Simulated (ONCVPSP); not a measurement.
## Transferability test, ONCV potential for Sn

| Quantity | Value |
| --- | --- |
| Element | tin (Sn) |
| Generator | ONCVPSP 4.0.1 |
| Type | optimised norm-conserving Vanderbilt (ONCV) |
| Functional | PBE |
| Relativity | scalar-relativistic |
| Frozen core | [Ar] 3d10 |
| Valence charge | 22 |
| Reference configuration | 4s2 4p6 4d10 5s2 5p2 |
| Partial waves | 4s+5s: rc 1.55 bohr, ncon 4, nbas 8, qcut 7.9 1/bohr, 2 projectors; 4p+5p: rc 1.70 bohr, ncon 3, nbas 6, qcut 8.8 1/bohr, 3 projectors, debl 0.9 Ha; 4d: rc 1.25 bohr, ncon 3, nbas 7, qcut 14.9 1/bohr, 2 projectors, debl 1.1 Ha |
| Local potential | polynomial inside 0.90 bohr (lpopt 5, dvloc0 -1 Ha) |
| Core correction | Teter function, fcfact 1.5, rcfact 1.75 |

Energies are relative to the spin-unpolarised reference configuration 4s2 4p6 4d10 5s2 5p2; without spin polarisation the order of configurations can differ from experiment.

```tsv
valence configuration	charge	ΔE all-electron (eV)	error AE − PS (meV)
4s2 4p6 4d10 5s1 5p0	+3	51.800	-14
4s2 4p6 4d9 5s2 5p3	0	24.465	-0.7
```

(1) What are ΔE and the potential's error for 4s2 4p6 4d10 5s2 5p0?

(2) What are ΔE and the potential's error for 4s2 4p6 4d10 5s2 5p1?

Levels in the configuration 4s2 4p6 4d10 5s1 5p0:

| level | all-electron (eV) | pseudo (eV) |
| --- | --- | --- |
| 4s | -163.440 | -163.512 |
| 4p | -119.187 | -119.208 |
| 4d | -55.063 | -55.062 |
| 5s | -35.962 | -35.970 |

Note: no bound ghost flagged; GHOST(+) flagged for s at 110.5 eV.

Answers

(1) ΔE = 20.828 eV all-electron; the error (AE − PS) is -4.7 meV.

(2) ΔE = 6.875 eV all-electron; the error (AE − PS) is -1.5 meV.
